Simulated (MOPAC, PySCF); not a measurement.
[Zn(NH2)(CH3)], neutral singlet in the gas phase. 

Cartesian coordinates (Å):
```xyz
8

Zn     0.0438     0.0272    -0.1094
N      1.6515    -0.0647     0.7751
H      2.0498     0.8451     1.0480
H      2.4005    -0.5534     0.2642
C     -1.7251     0.0202    -0.8930
H     -2.4703     0.4571    -0.1947
H     -2.0512    -1.0160    -1.1255
H     -1.7584     0.6058    -1.8356
```
Charge 0, multiplicity 1.

All levels are single points at this geometry (BP86-D3(BJ)/def2-SVP); Pople sets use spherical d functions. Orbital energies aren't observables, and empty levels follow the basis.

```tsv
level	HOMO (eV)	LUMO (eV)	gap (eV)	dipole (D)	vertical IE, Delta-SCF (eV)
B3LYP-D3(BJ)/def2-TZVP in PySCF	-6.49	-0.40	6.09	1.12	–
TPSSh-D3(BJ)/def2-TZVP in PySCF	-5.96	-0.37	5.59	1.08	–
B3LYP/3-21G in PySCF	-5.84	-0.08	5.76	1.41	–
B3LYP/6-311+G** (LANL2DZ on Zn) in PySCF	-6.34	-0.73	5.61	1.30	–
B3LYP/6-31G* (LANL2DZ on Zn) in PySCF	-5.95	-0.01	5.94	1.27	8.58
BP86/6-31G* (LANL2DZ on Zn) in PySCF	-4.93	-0.55	4.38	1.20	–
M06-2X/6-31G* (LANL2DZ on Zn) in PySCF	-7.56	0.51	8.07	1.37	–
PBE/6-31G* (LANL2DZ on Zn) in PySCF	-4.82	-0.50	4.33	1.20	8.41
SVWN5/6-31G* (LANL2DZ on Zn) in PySCF	-4.99	-0.66	4.32	1.25	8.68
HF/STO-3G in PySCF	-3.46	6.16	9.62	0.66	–
AM1 in MOPAC	-9.51	1.32	10.83	1.47	–
PM3 in MOPAC	-9.45	0.57	10.02	1.12	–
PM7 in MOPAC	-8.35	3.43	11.78	2.44	–
```
